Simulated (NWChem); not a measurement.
System: C2H3BF2O; SMILES O=CCB(F)F

Input file for NWChem:

```
start job
memory heap 200 mb stack 900 mb global 1100 mb
geometry units angstroms noautoz
  O      0.010427     1.696054    -0.959823
  C     -0.004147     1.682979     0.252754
  C     -0.010219     0.407948     1.071895
  B     -0.000829    -0.839784     0.103618
  F     -1.127978    -1.391476    -0.319218
  F      1.134297    -1.389612    -0.299854
  H     -0.013762     2.633367     0.828277
  H      0.863417     0.426437     1.738907
  H     -0.894173     0.425026     1.725057
end
basis spherical
  * library def2-tzvp
end
dft
  xc m06-2x
  iterations 150
  semidirect filesize 400000000
  mulliken
end
task dft energy
```

NWChem printed, in part:

```
             Northwest Computational Chemistry Package (NWChem) 7.3.0
             --------------------------------------------------------

 C1  symmetry detected

                             Geometry "geometry" -> ""
                             -------------------------

 Output coordinates in angstroms (scale by  1.889725989 to convert to a.u.)

  No.       Tag          Charge          X              Y              Z
 ---- ---------------- ---------- -------------- -------------- --------------
    1 O                    8.0000     0.00820771     1.66581059    -0.98758681
    2 C                    6.0000    -0.00354852     1.68053158     0.22500192
    3 C                    6.0000    -0.00779571     0.42460997     1.07316214
    4 B                    5.0000    -0.00073398    -0.84498716     0.13371713
    5 F                    9.0000    -1.12889707    -1.40609507    -0.27374472
    6 F                    9.0000     1.13341694    -1.40404884    -0.25968248
    7 H                    1.0000    -0.01176666     2.64386136     0.77861253
    8 H                    1.0000     0.86738950     0.45828043     1.73754446
    9 H                    1.0000    -0.89022803     0.45675521     1.72781229

 Effective nuclear repulsion energy (a.u.)     215.6634492429

                                 NWChem DFT Module
                                 -----------------

 Summary of "ao basis" -> "ao basis" (spherical)
 ------------------------------------------------------------------------------
       Tag                 Description            Shells   Functions and Types
 ---------------- ------------------------------  ------  ---------------------
 O                         def2-tzvp                11       31   5s3p2d1f
 C                         def2-tzvp                11       31   5s3p2d1f
 B                         def2-tzvp                11       31   5s3p2d1f
 F                         def2-tzvp                11       31   5s3p2d1f
 H                         def2-tzvp                 4        6   3s1p

            General Information
            -------------------
          SCF calculation type: DFT
          Wavefunction type:  closed shell.
          No. of atoms     :     9
          No. of electrons :    46
           Alpha electrons :    23
            Beta electrons :    23
          Charge           :     0
          Spin multiplicity:     1
          Use of symmetry is: off; symmetry adaption is: off
          Maximum number of iterations: 150
          AO basis - number of functions:   204
                     number of shells:    78
          Convergence on energy requested:  1.00D-06
          Convergence on density requested:  1.00D-05
          Convergence on gradient requested:  5.00D-04

              XC Information
              --------------
                       M06-2X Method XC Functional
                     Hartree-Fock (Exact) Exchange  0.540
                        M06-2X Exchange Functional  1.000
                      M06-2X Correlation Potential  1.000

             Grid Information
             ----------------
          Grid used for XC integration:  medium
          Radial quadrature: Mura-Knowles
          Angular quadrature: Lebedev.
          Tag              B.-S. Rad. Rad. Pts. Rad. Cut. Ang. Pts.
          ---              ---------- --------- --------- ---------
          O                   0.60       49          10.0       434
          C                   0.70       49          10.0       434
          B                   0.85       49          11.0       434
          F                   0.50       49          11.0       434
          H                   0.35       45          12.0       434
          Grid pruning is: on
          Number of quadrature shells:   429
          Spatial weights used:  Erf1

      Superposition of Atomic Density Guess
      -------------------------------------

 Sum of atomic energies:        -374.99726084

      Non-variational initial energy
      ------------------------------

 Total energy =    -377.328392
 1-e energy   =    -944.569887
 2-e energy   =     351.578046
 HOMO         =      -0.337687
 LUMO         =      -0.027789

------------------------------------------------------------
EAF file 0: "./job.aoints.0" size=769654784 bytes
------------------------------------------------------------
               write      read    awrite     aread      wait
               -----      ----    ------     -----      ----
     calls:     1468         0         0         0         0
   data(b): 7.70e+08  0.00e+00  0.00e+00  0.00e+00
   time(s): 0.00e+00  0.00e+00  0.00e+00  0.00e+00  0.00e+00
rate(mb/s): 0.00e+00  0.00e+00
------------------------------------------------------------

     ---------------------------------------------
      Total Density - Mulliken Population Analysis
     ---------------------------------------------

    Atom       Charge   Shell Charges
 -----------   ------   -------------------------------------------------------
    1 O    8     8.74   0.79  1.18  0.61  0.96  0.29  2.00  2.10  0.77  0.00  0.02  0.00
    2 C    6     5.36   0.86  1.12  0.54  0.60  0.13  0.93  0.87  0.18  0.04  0.09  0.02
    3 C    6     6.51   0.86  1.12  0.55  0.69  0.06  1.28  1.49  0.42  0.01  0.03  0.00
    4 B    5     4.04   0.91  1.07  0.49  0.33  0.05  0.63  0.28  0.04  0.10  0.09  0.04
    5 F    9     9.42   0.77  1.20  0.61  1.00  0.32  2.36  2.32  0.84  0.00  0.01  0.00
    6 F    9     9.42   0.77  1.20  0.61  1.00  0.32  2.36  2.32  0.84  0.00  0.01  0.00
    7 H    1     0.89   0.24  0.47  0.17  0.02
    8 H    1     0.80   0.23  0.43  0.13  0.02
    9 H    1     0.80   0.23  0.43  0.13  0.02

   convergence    iter        energy       DeltaE   RMS-Dens  Diis-err
 ---------------- ----- ----------------- --------- --------- ---------
 d= 0,ls=0.0,diis     1   -377.7514828491 -5.93D+02  7.26D-03  1.47D+00
 d= 0,ls=0.0,diis     2   -377.6544124528  9.71D-02  4.61D-03  3.09D+00
 d= 0,ls=0.0,diis     3   -377.9163380776 -2.62D-01  7.31D-04  4.83D-02
 d= 0,ls=0.0,diis     4   -377.9191899423 -2.85D-03  3.95D-04  2.10D-02
 d= 0,ls=0.0,diis     5   -377.9203589687 -1.17D-03  3.01D-04  3.82D-04
  Resetting Diis
 d= 0,ls=0.0,diis     6   -377.9204086778 -4.97D-05  1.12D-04  4.81D-05
 d= 0,ls=0.0,diis     7   -377.9204147897 -6.11D-06  1.63D-05  6.10D-06
 d= 0,ls=0.0,diis     8   -377.9204149104 -1.21D-07  6.19D-06  6.76D-06

         Total DFT energy =     -377.920414910439
      One electron energy =     -948.050444874852
           Coulomb energy =      399.947518114574
    Exchange-Corr. energy =      -45.480937393064
 Nuclear repulsion energy =      215.663449242904

 Numeric. integr. density =       46.000003987190

                       DFT Final Molecular Orbital Analysis
                       ------------------------------------

 Vector   21  Occ=2.000000D+00  E=-4.525047D-01
              MO Center= -9.6D-04,  1.2D+00,  7.3D-02, r^2= 2.5D+00
   Bfn.  Coefficient  Atom+Function         Bfn.  Coefficient  Atom+Function
  ----- ------------  ---------------      ----- ------------  ---------------
     6      0.318315  1 O  px                 9      0.270962  1 O  px
    68     -0.194172  3 C  px                37      0.176449  2 C  px
    12      0.159179  1 O  px                40      0.155958  2 C  px
    71     -0.153608  3 C  px               200      0.139561  9 H  s
   194     -0.137958  8 H  s                199      0.096192  9 H  s

 Vector   22  Occ=2.000000D+00  E=-4.428672D-01
              MO Center= -2.8D-03,  1.9D-02,  5.3D-01, r^2= 2.5D+00
   Bfn.  Coefficient  Atom+Function         Bfn.  Coefficient  Atom+Function
  ----- ------------  ---------------      ----- ------------  ---------------
    70      0.211449  3 C  pz                69      0.206691  3 C  py
   100     -0.177257  4 B  py                73      0.166888  3 C  pz
    72      0.156690  3 C  py               131      0.141644  5 F  py
   162      0.141165  6 F  py                96     -0.126649  4 B  s
   101     -0.126232  4 B  pz               103     -0.118979  4 B  py

 Vector   23  Occ=2.000000D+00  E=-3.551949D-01
              MO Center=  1.8D-03,  1.6D+00, -3.0D-01, r^2= 2.0D+00
   Bfn.  Coefficient  Atom+Function         Bfn.  Coefficient  Atom+Function
  ----- ------------  ---------------      ----- ------------  ---------------
     7      0.396997  1 O  py                10      0.336802  1 O  py
    13      0.255017  1 O  py                67      0.217047  3 C  s
   188     -0.170470  7 H  s                189     -0.154659  7 H  s
    69      0.152560  3 C  py                38     -0.135033  2 C  py
    72      0.128350  3 C  py                75      0.108626  3 C  py

 Vector   24  Occ=0.000000D+00  E=-3.317084D-03
              MO Center= -1.4D-03,  1.6D+00,  6.5D-02, r^2= 2.2D+00
   Bfn.  Coefficient  Atom+Function         Bfn.  Coefficient  Atom+Function
  ----- ------------  ---------------      ----- ------------  ---------------
    43      0.523360  2 C  px                12     -0.410469  1 O  px
    40      0.357290  2 C  px                37      0.344207  2 C  px
     6     -0.297578  1 O  px               195     -0.250539  8 H  s
   201      0.245345  9 H  s                  9     -0.240176  1 O  px
   105     -0.166153  4 B  px               194     -0.115873  8 H  s

 Vector   25  Occ=0.000000D+00  E= 3.073881D-02
              MO Center= -4.2D-03, -5.1D-01,  5.8D-01, r^2= 3.9D+00
   Bfn.  Coefficient  Atom+Function         Bfn.  Coefficient  Atom+Function
  ----- ------------  ---------------      ----- ------------  ---------------
    36      0.790046  2 C  s                189     -0.695614  7 H  s
    97     -0.546541  4 B  s                 98      0.528546  4 B  s
   195     -0.455843  8 H  s                201     -0.455919  9 H  s
   107      0.389792  4 B  pz                45      0.386567  2 C  pz
    75     -0.328451  3 C  py               104      0.306931  4 B  pz

[...]
```

Level: M06-2X/def2-TZVP. All runs use the structure optimised with B3LYP/6-31G* (spherical d).
